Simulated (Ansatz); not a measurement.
A structure relaxed at PBE-D4/def2-SVP in Ansatz, charge 1, singlet:

```xyz
6

Bi    0.3097   -0.7355    1.8765
Bi   -1.8273    3.2332   -0.5117
Bi    0.7103   -1.0742   -1.5906
S    -0.6685    1.1972   -0.1925
S    -0.8263   -2.2039    0.1159
S     2.3021   -0.4168    0.3023
```

Give its formula and point group.

the cluster Bi₃S₃⁺. Point group C2v (tolerance 0.1 Å).

Summarise the bond lengths by kind (pairs closer than 1.2 times the sum of covalent radii, bridged metal pairs left out).

7 × Bi–S 2.36 to 3.00 Å.

In the def2 sets Bi takes a core potential; there is no spin–orbit coupling. The restricted singlet is unstable towards broken spin symmetry at other levels; at PBE-D4/def2-SVP this wasn't settled. Another isomer (singlet) lies 1.98 eV lower at PBE0-D4/def2-TZVP; other spin states weren't run for this one.
